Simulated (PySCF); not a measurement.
# The second ionisation energy along the second row

All values are computed (PySCF 2.14, energy differences of UHF-based or UKS calculations, no spin-orbit coupling). Values in eV. The last column holds reference values (NIST; (s) semi-empirical, (t) theoretical, else measured). Unmarked ones compare directly (S terms, centres of terms, or small fine structure); those marked * lie between the lowest fine-structure levels and include a spin-orbit shift.

```csv
element,configurations,LDA,r2SCAN,MP2 (valence),SCS-MP2 (valence),CCSD (valence),CCSD(T) (valence),reference
"Be (aug-cc-pVTZ with one added diffuse shell each of s, p, d, f type, non-relativistic)",[He] 2s1 → 1s2,18.249,18.182,n/a,n/a,n/a,n/a,18.211
"B (aug-cc-pVTZ with one added diffuse shell each of s, p, d, f type, non-relativistic)",[He] 2s2 → [He] 2s1,24.547,24.252,24.423,24.619,25.070,25.070,25.155
"C (aug-cc-pVTZ with one added diffuse shell each of s, p, d, f type, non-relativistic)",[He] 2s2 2p1 → [He] 2s2,24.752,24.985,24.365,24.326,24.199,24.231,24.378
"N (aug-cc-pVTZ with one added diffuse shell each of s, p, d, f type, non-relativistic)",[He] 2s2 2p2 → [He] 2s2 2p1,30.041,30.127,29.613,29.477,29.457,29.473,29.601 (s) *
"O (aug-cc-pVTZ with one added diffuse shell each of s, p, d, f type, non-relativistic)",[He] 2s2 2p3 → [He] 2s2 2p2,35.571,35.473,35.197,34.942,35.018,35.027,35.121 *
"F (aug-cc-pVTZ with one added diffuse shell each of s, p, d, f type, non-relativistic)",[He] 2s2 2p4 → [He] 2s2 2p3,35.258,35.111,34.621,34.725,34.658,34.685,34.950
"Ne (aug-cc-pVTZ with one added diffuse shell each of s, p, d, f type, non-relativistic)",[He] 2s2 2p5 → [He] 2s2 2p4,41.428,41.134,40.764,40.756,40.694,40.727,40.963 *
```

**Question.** Which of these methods has the smallest mean absolute error against the measured values here?

**Answer.** CCSD(T) (valence), with 0.165 eV.

```tsv
method	elements	mean error (eV)	mean absolute error (eV)	largest error (eV)
LDA	4	0.028	0.332	-0.608
r2SCAN	4	-0.041	0.425	-0.903
MP2 (valence)	3	-0.358	0.358	-0.732
SCS-MP2 (valence)	3	-0.271	0.271	-0.536
CCSD (valence)	3	-0.185	0.185	-0.292
CCSD(T) (valence)	3	-0.165	0.165	-0.265
```

Errors include the incompleteness of the basis and the frozen core.

"Valence" correlates the outer s and p shells and, in groups 3 to 12 and the f block, the outer d or f shell, open or full, or the next shell where the ion has no valence electron left; the wider scheme adds the next inner shell.
